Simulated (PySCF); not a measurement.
Exercise with solution: oscillator strength and radiative lifetime

but-3-ene-1-selenol (C₄H₈Se), SMILES [SeH]CCC=C.

Geometry optimised at PBE-D3(BJ)/def2-SVP. Other conformers were not sampled.

TDDFT-LC-ωPBE/def2-SVPD (PySCF 2.14.0) puts the first singlet state with f over 0.02 at 5.97 eV (vertical), with the transition dipole (0.168, 0.154, -0.378) in atomic units.

**Question.** Find the oscillator strength, the wavelength and the radiative lifetime that this transition would have in vacuum if emission retraced absorption.

**Answer.** 
|μ|² = 0.1948 au, so |μ| = 1.12 D. ΔE = 5.97/27.211 = 0.2194 hartree. f = (2/3) ΔE |μ|² = 0.028 (the program prints 0.029).
λ = 1239.84/5.97 = 208 nm; ν = 48151 cm⁻¹.
Einstein's coefficient A = 0.6670 ν² f s⁻¹ (ν in cm⁻¹) = 4.4e7 s⁻¹, so τ = 1/A = 23 ns. This state is S2; the lower singlet has f = 0.001. The figure is the radiative limit of this one transition; relaxation, internal conversion, crossing to triplets and a medium change what is measured.
